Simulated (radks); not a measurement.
Results of a calculation; reference values are marked as such.
Spin polarisation of the 5d4 shell in W. Start: [Xe] 4f14 5d(up 2, down 2) 6s2; electrons of 5d are moved from spin down to spin up, other shells keep equal spins. Code: a radial shooting solver on a logarithmic mesh with Libxc functionals. Model: non-relativistic Kohn-Sham, PBEsol, spin-polarised, spherical densities, point nucleus.

[
 {"moment (Bohr magnetons)": "0", "E - E(0) (eV)": "0.000", "e(5d up) (eV)": "-5.838", "e(5d down) (eV)": "-5.838", "6s down minus up (eV)": "0.000", "5p down minus up (eV)": "0.000", "4f down minus up (eV)": "0.000"},
 {"moment (Bohr magnetons)": "1", "E - E(0) (eV)": "-0.148", "e(5d up) (eV)": "-6.116", "e(5d down) (eV)": "-5.524", "6s down minus up (eV)": "0.270", "5p down minus up (eV)": "0.540", "4f down minus up (eV)": "0.090"},
 {"moment (Bohr magnetons)": "2", "E - E(0) (eV)": "-0.593", "e(5d up) (eV)": "-6.361", "e(5d down) (eV)": "-5.172", "6s down minus up (eV)": "0.544", "5p down minus up (eV)": "1.082", "4f down minus up (eV)": "0.179"},
 {"moment (Bohr magnetons)": "3", "E - E(0) (eV)": "-1.338", "e(5d up) (eV)": "-6.571", "e(5d down) (eV)": "-4.777", "6s down minus up (eV)": "0.823", "5p down minus up (eV)": "1.627", "4f down minus up (eV)": "0.268"},
 {"moment (Bohr magnetons)": "4", "E - E(0) (eV)": "-2.387", "e(5d up) (eV)": "-6.743", "e(5d down) (eV)": "-4.337", "6s down minus up (eV)": "1.108", "5p down minus up (eV)": "2.175", "4f down minus up (eV)": "0.356"}
]

At moment 4 the spin-polarisation energy is -2.387 eV and the 5d exchange splitting 2.405 eV, that is 0.601 eV per Bohr magneton; E = -I m^2/4 would give I = 0.597 eV.
